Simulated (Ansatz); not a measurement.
Stepwise reaction of `[GeH3][SeH]` with hydrogen chloride, as a gas-phase model of exchange steps in deposition or etching. ΔE in kJ/mol.

Isolated molecules relaxed with PBE0-D4/def2-TZVP in Ansatz; ΔE leaves out vibrations. CBS: MP2 limit from def2 TZ/QZ plus the TZ coupled-cluster correction, frozen cores. This one scheme is used for every species. DFT in def2-TZVPP. B3LYP here is the variant with VWN-RPA as its local correlation; programs differ in this. For Ge, Se outer-core shells are correlated without core-valence functions, which leaves a few kJ/mol of doubt a bond. Scalar relativity is left out up to krypton. Each species was taken in one conformer, which may not be the lowest.

```
step                                                         reaction  PBE-D4  B3LYP-D4  ωB97M-V  CCSD(T)/CBS
   1                     `[GeH3][SeH]` + HCl → `[Cl][GeH2][SeH]` + H₂   -51.7     -52.5    -50.7        -49.6
   2            `[Cl][GeH2][SeH]` + HCl → `[Cl][GeH]([Cl])[SeH]` + H₂   -61.6     -60.4    -57.9        -56.8
   3  `[Cl][GeH]([Cl])[SeH]` + HCl → `[Cl][Ge]([Cl])([Cl])[SeH]` + H₂   -52.4     -52.4    -49.4        -47.7
```

Task: By hand: ΔE of the 3 steps together at CCSD(T)/CBS.

Result: (-49.6) + (-56.8) + (-47.7) = -154.1 kJ/mol, or -51.4 kJ/mol a step.

In ΔE step 2 is the lowest and step 3 the highest. All are downhill at CCSD(T)/CBS. PBE-D4 differs from CCSD(T)/CBS by -4.8 to -2.1 kJ/mol a step. Isolated molecules leave out the surface, adducts and barriers. Largest T1 diagnostic: 0.010.
